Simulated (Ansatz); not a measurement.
`C=N[SiH](F)F` + `C=C=N` → `C=C=N[SiH](F)F` + `C=N` at 298.15 K and 1 bar (ligand exchange at the Si–N bond).

Computed with Ansatz on PBE0-D4/def2-TZVP structures; ΔE is electronic, products minus reactants. CCSD(T)/CBS adds triple-zeta CCSD(T) − MP2 to the extrapolated MP2 energy (def2 sets, frozen cores). This one scheme is used for every species. One conformer a species, not always the lowest.

| species | CCSD(T)/CBS energy (Eh) | H − E (kJ/mol) | S (J/(mol·K)) |
| --- | --- | --- | --- |
| `C=N[SiH](F)F` | -583.35600 | 138.7 | 323.3 |
| `C=C=N` | -132.55079 | 127.2 | 249.7 |
| `C=C=N[SiH](F)F` | -621.39174 | 152.5 | 354.1 |
| `C=N` | -94.52360 | 115.3 | 227.0 |

H − E and S are ideal-gas, rigid-rotor, harmonic terms from PBE0-D4/def2-TZVP, for one conformer and one mirror image of each species. 1 Eh = 2625.50 kJ/mol, R = 8.31446 J/(mol·K).

Problem. By hand: ΔE, ΔH, ΔS and ΔG.

Solution. ΔE = (-621.39174) + (-94.52360) − (-583.35600) − (-132.55079) = -0.00855 Eh = -22.4 kJ/mol. Δ(H − E) = 152.5 + 115.3 − 138.7 − 127.2 = 1.9, so ΔH = -20.5 kJ/mol. ΔS = 354.1 + 227.0 − 323.3 − 249.7 = 8.1 J/(mol·K). ΔG = -20.5 − 298.15 × (8.1)/1000 = -22.9 kJ/mol.

Problem. By hand: the equilibrium constant, and the temperature at which ΔG would vanish if ΔH and ΔS stayed fixed.

Solution. log₁₀ K = −ΔG/(RT ln 10) = 4.0. ΔH and −TΔS have one sign here, so there is no such temperature.

The number of gas molecules stays the same, so ΔS is small and ΔH decides. A doubt of 5 kJ/mol in ΔE shifts log₁₀ K by 0.9 here. Other conformers and mirror images would add mixing entropy, several J/(mol·K) or more a flexible species. Modes under 60 cm⁻¹, often nearly free rotors, make the harmonic entropy too high. These are equilibria of isolated gas molecules and say nothing of rates. Largest T1 diagnostic: 0.015 (customary marks: 0.02 for closed shells, 0.045 for open ones).

ΔS is within the doubt of such terms, so its sign, and with it that verdict, could turn.
